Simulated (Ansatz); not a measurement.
Species: CH$_{5}$OSi, charge 0, doublet. CH5OSi (SMILES [SiH2]OC, doublet).
B3LYP-D3(BJ)/def2-TZVP minimum from Ansatz (a program for electronic structure):
```
O
C 1 1.4190
H 2 1.0896 1 107.95
H 2 1.0933 3 108.81 1 -120.37
H 2 1.0945 3 108.85 4 -118.54
Si 1 1.6497 2 124.93 3 164.95
H 6 1.4858 1 105.77 2 -165.84
H 6 1.4962 7 110.89 1 -118.84
```
Charge 0, spin multiplicity 2.

Quantity: atomisation energy (electronic, to ground-state atoms), in kcal/mol. Open shells are spin-unrestricted; no spin-orbit coupling. CBS(X,Y): correlation extrapolated as X^-3, Hartree-Fock from the larger set. A bracket is a step between two methods taken in the basis named. Functionals run without relativity, which enters their misses. 'core' is core correlation in cc-pwCVTZ (1s frozen past Ne), 'X2C' scalar relativity in cc-pVTZ-DK, both at CCSD(T). For partners of very few electrons the exact lower level stands in for a higher one.

CCSD(T)/CBS(cc-pV(T+d)Z,cc-pV(Q+d)Z) + [CCSDT(Q) - CCSD(T)]/cc-pV(D+d)Z + core + X2C (Ansatz) gives 647.6 kcal/mol.

Question: How far off this value is PBE/def2-TZVPD (Ansatz), in which direction, and which of these levels come nearer: r2SCAN/def2-TZVPD, PBE0/def2-TZVPD, wB97M-V/def2-TZVPD, CCSD(T)/CBS(cc-pV(T+d)Z,cc-pV(Q+d)Z) + core + X2C?

Answer: PBE gives 650.5 kcal/mol, 2.9 kcal/mol above it. Differences of the others: r2SCAN/def2-TZVPD (Ansatz) 0.7; PBE0/def2-TZVPD (Ansatz) -6.8; wB97M-V/def2-TZVPD (Ansatz) -1.7; CCSD(T)/CBS(cc-pV(T+d)Z,cc-pV(Q+d)Z) + core + X2C (Ansatz) -0.5 kcal/mol. Nearer than PBE: r2SCAN/def2-TZVPD, wB97M-V/def2-TZVPD, CCSD(T)/CBS(cc-pV(T+d)Z,cc-pV(Q+d)Z) + core + X2C.
